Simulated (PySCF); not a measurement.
Delta-SCF ions had no search for a lower state. Excitations are Tamm–Dancoff values on a coarser integration grid. The basis has no diffuse functions, so Rydberg states are missing or too high.

## H4AlNO2, SMILES `[NH2][Al]([OH])[OH]` (O–Al–O–H torsion 0°, O–Al–O–H torsion -180°) (charge 0, multiplicity 1)

Level of theory: PySCF with TPSSh-D3(BJ)/def2-TZVP // B3LYP-D3(BJ)/def2-TZVP.

```
Property                                                Result
--------------------------------------  ----------------------
HOMO                                                  -6.51 eV
dipole moment                                           1.63 D
HOMO–LUMO gap                                          6.05 eV
LUMO                                                  -0.45 eV
S1 excitation (TDA)                                    5.52 eV
S1 oscillator strength                                   0.029
T1 excitation (TDA)                                    5.21 eV
S1–T1 gap (TDA)                                        0.31 eV
vertical ionisation energy (Delta-SCF)                 9.57 eV
total energy                                      -450.3057 Ha
cost                                    roughly 4 core-minutes
```

```xyz
8

N     -1.3023    -0.6659     0.1403
Al     0.3016     0.0543     0.2709
O      1.6387    -0.9558     0.0121
O      0.5707     1.6908     0.6388
H     -2.1769    -0.1850     0.2685
H     -1.4613    -1.6366    -0.0778
H      2.5420    -0.6423     0.0647
H     -0.1124     2.3406     0.8016
```
Charge 0, spin multiplicity 1.
